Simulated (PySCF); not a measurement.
C₆H₆OSe, SMILES Oc1ccc([SeH])cc1, singlet (GFN2-xTB optimised geometry):

```
14

O     -2.914    -0.025    -0.008
C     -1.556    -0.038    -0.005
C     -0.824    -1.220    -0.004
C      0.557    -1.182    -0.001
C      1.218     0.037     0.000
Se     3.137     0.037     0.000
C      0.492     1.221     0.000
C     -0.887     1.183    -0.002
H     -3.253    -0.929    -0.010
H     -1.338    -2.173    -0.005
H      1.123    -2.103    -0.001
H      3.253     1.479     0.010
H      1.004     2.173     0.002
H     -1.466     2.093    -0.002
```

Method: CAM-B3LYP/def2-TZVP (PySCF).

Task: What are the frontier orbital energies and the dipole moment?

Result: HOMO-2 -9.04 eV, HOMO-1 -8.87 eV, HOMO -7.07 eV, LUMO 0.57 eV, LUMO+1 0.98 eV; dipole moment 1.31 D.

Meta-Löwdin charges at CAM-B3LYP/def2-TZVP: O1 -0.48, C2 0.22, C3 -0.17, C4 -0.12, C5 -0.10, Se6 0.02, C7 -0.11, C8 -0.15, H9 0.35, H10 0.11, H11 0.12, H12 0.05, H13 0.12, H14 0.13.
